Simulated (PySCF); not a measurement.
# Cr (chromium, neutral) across methods

[Ar] 3d4 4s1 5s1, high-spin 7D determinant (an excited configuration). Calculation: PySCF 2.14, in aug-cc-pwCVTZ (10s9p7d4f3g, 127 functions); the non-relativistic Hamiltonian (point nucleus).

| method | E (hartree) | mean ε 3d α (eV) | mean ε 4s α (eV) | mean ε 5s α (eV) | Σ⟨r²⟩ (bohr²) | ⟨S²⟩ |
| --- | --- | --- | --- | --- | --- | --- |
| LDA | -1041.961 | -11.776 | -8.671 | -1.588 | 104.2 | 12.000 |
| PBE0 | -1044.025 | -13.837 | -9.155 | -1.845 | 108.6 | 12.000 |
| UHF | -1043.18674 | -19.846 | -10.916 | -2.311 | 113.2 | 12.001 |
| PBE | -1043.988 | -11.662 | -8.450 | -1.601 | 106.8 | 12.000 |
| revPBE | -1044.126 | -11.651 | -8.396 | -1.610 | 108.3 | 12.000 |
| PW91 | -1044.284 | -11.742 | -8.523 | -1.606 | 106.4 | 12.000 |
| r2SCAN | -1044.202 | -12.172 | -8.720 | -1.544 | 108.4 | 12.001 |

The outer electron is Rydberg-like, and this basis confines it to a smaller radius and binds it less than a complete one would.
